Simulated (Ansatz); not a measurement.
Abridged output of a molecular run in Ansatz:

```
Functional definition: HF
1236 factors; integrals over basis functions are off by at most 9.9e-4 eV
mean field evaluation 1: about -8393.1001 eV, gradient 4.6e1 eV
mean field evaluation 2: about -8393.1922 eV, gradient 4.6e1 eV
mean field evaluation 4: about -8398.0138 eV, gradient 3.9e0 eV
mean field evaluation 8: about -8398.0923 eV, gradient 3.6e-1 eV
mean field evaluation 16: about -8398.0935 eV, gradient 1.2e-6 eV
mean field -8398.09346050 eV, -308.6242422411 hartree, gradient 1.2e-6 eV, S^2 0.000000; 0 other end points of the search recorded, 0 dependent functions left out
6 core orbitals not correlated: weight in the atoms' cores, before any rotation towards them, 1.000 or more for the frozen orbitals, at most 0.000 for the correlated occupied ones
reference -8398.09346050 eV, -308.6242422411 hartree; 14, 14 occupied and 162, 162 virtual orbitals, 1236 factors
second order -19.45484934 eV of doubles, -0.00000000 eV of singles
cycle   1  -19.26840590 eV  change    1.9e-1 eV  update   1.1e-1
cycle   2  -19.73470640 eV  change   -4.7e-1 eV  update   3.2e-2
cycle   3  -19.83990712 eV  change   -1.1e-1 eV  update   2.1e-2
cycle   4  -19.83229761 eV  change    7.6e-3 eV  update   7.3e-3
cycle   5  -19.82856501 eV  change    3.7e-3 eV  update   4.2e-3
cycle   6  -19.82996129 eV  change   -1.4e-3 eV  update   1.6e-3
cycle   7  -19.82947583 eV  change    4.9e-4 eV  update   5.6e-4
cycle   8  -19.82952515 eV  change   -4.9e-5 eV  update   1.6e-4
cycle   9  -19.82958662 eV  change   -6.1e-5 eV  update   5.7e-5
cycle  10  -19.82956454 eV  change    2.2e-5 eV  update   1.9e-5
perturbative correction -0.72018488 eV, -0.0264663063 hartree
Total energy: -8418.64320992 eV, -309.3794316031 hartree
```

Its atoms:

```xyz
8

C     0.5986    1.1798    0.2392
Sn    1.1442   -0.7916   -0.5504
N    -0.7250   -1.5087   -0.3249
H    -0.2922    1.5575   -0.2705
H     1.4060    1.9042    0.1202
H     0.3682    1.0924    1.3054
H    -0.9947   -2.4511   -0.5585
H    -1.5052   -0.9826    0.0393
```

Task: Which basis set was used?
A. cc-pV(D+d)Z
B. def2-SVP
C. def2-SVPD
D. def2-TZVPP

Result: D. It gives 182 functions.

Task: Write the keys of the input that set method, charge and spin (a neutral closed shell needs none for the last two).

Result: 
```yaml
correlation: {method: ccsd_t}
```
